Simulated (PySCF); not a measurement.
Electronic structure of O (oxygen, neutral) at the r2SCAN level

Configuration: [He] 2s2 2p4, high-spin 3P determinant. All numbers are calculated (PySCF 2.14, the spin-free X2C one-electron Hamiltonian (Gaussian nucleus), in cc-pVDZ-DK (3s2p1d, 14 functions)).

| Property | Result |
| --- | --- |
| Total energy | -75.0849 hartree |
| One-electron energy | -103.3572 hartree |
| Hartree (Coulomb) energy | 36.7409 hartree |
| Exchange-correlation energy | -8.4686 hartree |
| ⟨S²⟩ | 2.0028 |
| ⟨L²⟩ | 2.006 |
| Sum of ⟨r⟩ | 7.555 bohr |
| Sum of ⟨r²⟩ | 10.86 bohr² |
| Traceless quadrupole moment −½Σ⟨3z² − r²⟩ along its main axis | -0.841 e·bohr² |
| Langevin diamagnetic susceptibility | -8.60 ×10⁻⁶ cm³/mol |
| Time after the integrals | 0.11 s of wall time on 1 thread of Intel(R) Xeon(R) 6975P-C (shared host) |

```tsv
shell	electrons	mean orbital energy (hartree)	spread (hartree)	rms radius, mean of both spins (bohr)
1s α	1	-19.11010	0	0.231
1s β	1	-19.05019	0	0.231
2s α	1	-0.97166	0	1.26
2s β	1	-0.78626	0	1.26
2p α	3	-0.37678	0.08656	1.38
2p β	1	-0.26564	0	1.38
```
